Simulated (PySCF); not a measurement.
C2H7BO3, SMILES OCB(O)CO.

The structure is a stationary point at B3LYP-D3(BJ)/def2-SVP. This is a generated structure with no PubChem entry under its InChIKey; it may be hypothetical. Other conformers were not sampled.

Two levels are set side by side: PBE/def2-TZVP (PySCF) and r2SCAN/def2-TZVP (PySCF). Same geometry, gas phase. Differences are taken from unrounded values.

```tsv
quantity	r2SCAN
orbital gap (eV)	5.83
highest occupied level (eV)	-6.34
lowest empty level (eV)	-0.50
dipole moment (D)	3.15
mean polarisability (bohr³)	50.9
```

### Question
What does PBE give, and how far is it from r2SCAN? (Estimate from the structure and the level; the computed values follow.)

### Answer

```tsv
quantity	PBE	PBE minus r2SCAN
orbital gap (eV)	5.12	-0.72
highest occupied level (eV)	-6.00	0.34
lowest empty level (eV)	-0.88	-0.38
dipole moment (D)	3.08	-0.07
mean polarisability (bohr³)	52.6	1.7
```

Rough cost on one machine, each run with all the roots and properties that it gave: r2SCAN against PBE about 4 times.
